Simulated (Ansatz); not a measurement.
`B[Si]1([GaH2])CC1`, charge 0, multiplicity 1.

Task: Give a relaxed structure at PBE0-D4/def2-TZVP (Ansatz 0.2.0). (Estimate.)

Result: Computed: 
Cartesian coordinates in Å:
```
B -2.130 -0.219 0.690
Si -0.235 -0.323 0.231
Ga 1.453 -1.929 0.613
C 0.152 0.807 -1.309
C 0.491 1.464 -0.049
H -2.717 -1.067 1.293
H -2.734 0.756 0.343
H 2.894 -1.612 0.061
H 1.209 -3.277 1.379
H -0.729 1.133 -1.847
H 0.958 0.442 -1.935
H -0.148 2.260 0.313
H 1.537 1.564 0.217
```
Point group Cs.
This is one stationary point; other conformers may exist.
